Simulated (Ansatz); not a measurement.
`CC(=O)O[Si](Cl)(Cl)OC(C)=O` at its PBE0-D4/def2-TZVP geometry, where that method's forces vanish. The species carries charge 0 and has multiplicity 1.

```xyz
17

C     1.4253    0.3609    2.6103
C     1.2890    0.1253    1.1453
O     1.4252   -0.9191    0.5774
O     0.9669    1.2696    0.4854
Si    0.5606    1.3289   -1.1072
Cl   -0.3754    3.0975   -1.3617
Cl    2.2105    1.2531   -2.2649
O    -0.3939    0.0904   -1.6162
C    -1.4174   -0.4316   -0.8892
C    -1.9722   -1.6567   -1.5310
O    -1.7846    0.0619    0.1372
H     0.4573    0.6764    3.0060
H     2.1316    1.1723    2.7932
H     1.7525   -0.5508    3.1030
H    -2.2488   -1.4432   -2.5647
H    -2.8321   -2.0118   -0.9693
H    -1.1943   -2.4231   -1.5537
```

Q: What forces (eV/Å) does B3LYP-D4/def2-TZVPP give on these atoms in Ansatz? (Estimate.)

A: Computed: 
```
C1   0.013  0.022  0.201
C2   0.051 -0.018  0.211
O3   0.031 -0.280 -0.142
O4  -0.049  0.185 -0.079
Si5  0.025  0.062 -0.048
Cl6 -0.123  0.203 -0.028
Cl7  0.201 -0.016 -0.128
O8   0.152  0.058 -0.131
C9  -0.129 -0.163 -0.058
C10 -0.076 -0.172 -0.076
O11 -0.097  0.120  0.275
H12  0.051 -0.017  0.000
H13 -0.031 -0.042  0.008
H14 -0.016  0.055 -0.007
H15  0.003 -0.024  0.047
H16  0.040  0.003 -0.041
H17 -0.049  0.022 -0.004
```

B3LYP here is the variant with VWN-RPA as its local correlation; programs differ in this.
